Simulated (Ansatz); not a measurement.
Reaction (substitution at a C–Si bond): `C[SiH](I)CF` + `C[SiH](N)S` → `CN[SiH](C)S` + `FC[SiH2]I`

Computed with Ansatz on PBE0-D4/def2-TZVP structures; ΔE is electronic, products minus reactants. CCSD(T)/CBS is the MP2 limit (def2-TZVPP, def2-QZVPP) plus CCSD(T) − MP2 in def2-TZVPP, frozen cores. Functionals use def2-TZVPP. B3LYP here is the variant with VWN-RPA as its local correlation; programs differ in this. Elements past krypton have def2 core potentials. For I outer-core shells are correlated without core-valence functions, which leaves a few kJ/mol of doubt a bond. One conformer a species, not always the lowest.

| level | ΔE (kcal/mol) |
| --- | --- |
| r2SCAN-D4 | 23.8 |
| B3LYP-D4 | 22.2 |
| B2PLYP | 22.8 |
| PBE0 | 22.7 |
| MP2/def2-TZVPP | 24.1 |
| CCSD/def2-TZVPP | 22.6 |
| CCSD(T)/def2-TZVPP | 22.7 |
| MP2/CBS(def2) | 25.0 |

(1) What does CCSD(T)/CBS give? (Best estimate.)

Largest T1 diagnostic among the species: 0.010.

Answers

(1) The calculation gave: +23.6 kcal/mol. The listed levels differ from it by 0.2, -1.4, -0.8, -0.9, 0.5, -1.0, -0.9, 1.4 kcal/mol.

In def2-TZVPP, CCSD(T) changes the Hartree–Fock value by +1.4 kcal/mol (the triples alone add +0.2 kcal/mol) and MP2 by +2.8 kcal/mol.
